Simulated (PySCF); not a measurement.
C2H5ClSi (SMILES C=C[SiH2]Cl), singlet, geometry from GFN2-xTB. Base run: PySCF with CCSD(T)/cc-pVDZ.

The PySCF input:
```python
from pyscf import gto, scf, cc

mol = gto.Mole()
mol.atom = '''
    Si   -0.435550   -0.508334   -0.302388
    Cl   -1.291299    0.944925    0.813266
    C     1.425747   -0.421206   -0.037331
    C     2.334995   -0.498593   -0.996920
    H    -0.779002   -0.273405   -1.702002
    H    -0.960636   -1.792315    0.161963
    H     1.771629   -0.298140    0.983476
    H     3.394583   -0.445457   -0.798104
    H     2.058745   -0.618948   -2.031918
'''
mol.basis = 'cc-pvdz'
mol.charge = 0
mol.spin = 0
mol.verbose = 4
mol.max_memory = 1800
mol.build()

mf = scf.RHF(mol)
mf.kernel()

mycc = cc.CCSD(mf, frozen=12)
mycc.kernel()
et = mycc.ccsd_t()
print('E(CCSD(T)) = %.10f' % (mycc.e_tot + et))
```

Each row names what was changed in the base input (with any setting that the change needs).

```json
[
 {"change": "base", "ΔE vs base (mEh)": "0.000", "MP2 correlation (Eh)": "-0.49681", "CC correlation without the perturbative part (Eh)": "-0.54900", "basis functions": "89", "core-seconds (rough)": "20"},
 {"change": "method = cisd", "ΔE vs base (mEh)": "97.737", "MP2 correlation (Eh)": "-", "CC correlation without the perturbative part (Eh)": "-", "basis functions": "89", "core-seconds (rough)": "9"},
 {"change": "method = ccsd", "ΔE vs base (mEh)": "16.225", "MP2 correlation (Eh)": "-0.49681", "CC correlation without the perturbative part (Eh)": "-0.54900", "basis functions": "89", "core-seconds (rough)": "10"},
 {"change": "method = mp2", "ΔE vs base (mEh)": "68.410", "MP2 correlation (Eh)": "-0.49681", "CC correlation without the perturbative part (Eh)": "-", "basis functions": "89", "core-seconds (rough)": "3"}
]
```
